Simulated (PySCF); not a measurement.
Atom-mapped SMILES (the numbers label the heavy atoms): `[CH3:1][B@@H-:2]([PH3+:3])[C:4]#[N:5]` (H(Xn): hydrogen on atom n).

Geometry: PBE0-D3(BJ)/def2-SVP; GIAO shifts from PySCF, gas phase, non-relativistic, averaged over equivalent atoms.

At PBE0/pcSseg-1 (127 basis functions, 11 s wall time on 1 thread of an Arm Neoverse V1, shared host):
```tsv
atoms	δ (ppm)
C4	133.6
C1	-1.2
B2	-37.9
P3	-147.5
N5	343.1
H(P3)	4.15
H(B2)	2.31
H(C1)	0.14
```

Referencing at the same level of theory: TMS for $^{13}$C (σ = 184.41 ppm) and $^{1}$H (σ = 31.27 ppm); $^{11}$B (σ = 100.73 ppm) vs BF3·OEt2; $^{31}$P (σ = 310.13 ppm) vs H3PO4; $^{15}$N (σ = 265.67 ppm) against NH3.

Question: What do these become at KT3/pcSseg-2?

Answer: 
```tsv
atoms	δ at KT3/pcSseg-2	change
C4	123.9	-9.7
C1	0.5	+1.7
B2	-35.9	+2.0
P3	-132.4	+15.1
N5	312.1	-31.0
H(P3)	4.18	+0.03
H(B2)	2.50	+0.19
H(C1)	0.14	+0.00
```

Scale: $^{13}$C (181.31 ppm), $^{1}$H (31.35 ppm) against TMS; BF3·OEt2 for $^{11}$B (98.64 ppm); H3PO4 for $^{31}$P (321.56 ppm); NH3 for $^{15}$N (258.71 ppm) (reference shieldings calculated alike).

The largest change is at N5 (nitrile nitrogen). Cost: 285 basis functions, 47 s wall time on 1 thread of an Arm Neoverse V1, shared host.

A carbon bonded to boron is broadened by the quadrupolar boron nucleus and is often missing from a measured spectrum. Experimental scales use liquid or dissolved standards, which lie at an offset from isolated NH3 (liquid NH3: subtract about 20 ppm) and H3PO4. Unscaled 15N shifts of sp2 nitrogen come out 20 to 40 ppm too high even then.
